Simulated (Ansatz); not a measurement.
Caution: the restricted solution is unstable towards spin-unrestricted or complex orbitals, so a lower solution exists and this singlet may not be the ground state.

A geometry relaxed with PBE0-D3(BJ)/def2-SVP in Ansatz (a program for electronic structure), charge 1, multiplicity 1:

```xyz
10

C      0.0000     1.2184    -0.0381
H      1.4444    -1.7287     0.0477
C      1.1434     0.5021    -0.0207
C     -1.1997     0.2174    -0.0015
C      0.7404    -0.8862     0.0244
H     -2.2492     0.5226    -0.0064
C     -0.6985    -1.0349     0.0354
H     -1.2383    -1.9802     0.0673
H     -0.1128     2.3050    -0.0716
H      2.1702     0.8645    -0.0366
```

Problem. Write the SMILES of this molecule.

Solution. `C1=C[CH+]C=C1`
